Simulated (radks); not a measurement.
Species: the carbon ion C+. Configuration: [He] 2p1 3d2 (not the ground configuration).

All-electron calculation, scalar-relativistic Kohn-Sham, LDA (Slater exchange, Perdew-Wang correlation), spin-polarised, spherical densities, finite nucleus; open shells are filled with parallel spins first; Fermi nuclear charge, rms radius 2.4702 fm. Program: a radial shooting solver on a logarithmic mesh with Libxc functionals.

Energy parts (hartree):
part                     energy
total                 -34.99772
kinetic                34.86951
electron-nucleus      -77.73313
Hartree                11.80347
exchange-correlation   -3.93757

Orbitals (lengths in bohr, moments of r in powers of bohr; r(max) is where P^2 peaks):
orbital,occ.,eigenvalue (hartree),r(max)
1s up,1,-11.42193,0.1748
1s down,1,-11.38782,0.1745
2p up,1,-1.19058,0.9586
2p down,0,-1.00029,0.9536
3d up,2,-0.22709,3.038
3d down,0,-0.14781,3.830

The highest occupied level is 3d up at -6.179 eV. The configuration is held as typed, so some empty levels lie below it. Summed over all electrons, <r^2> = 33.73 bohr^2, which gives a Langevin (diamagnetic) susceptibility term of -26.7 x 10^-6 cm^3/mol. The electron density at the nucleus is 122.8 e/bohr^3 (large components only). Spin moment in Bohr magnetons: 3.

Run on one thread of a shared host, so times are rough (Arm Neoverse N1): 0.07 s of CPU time, 0.07 s wall, 12 iterations on 2189 mesh points.
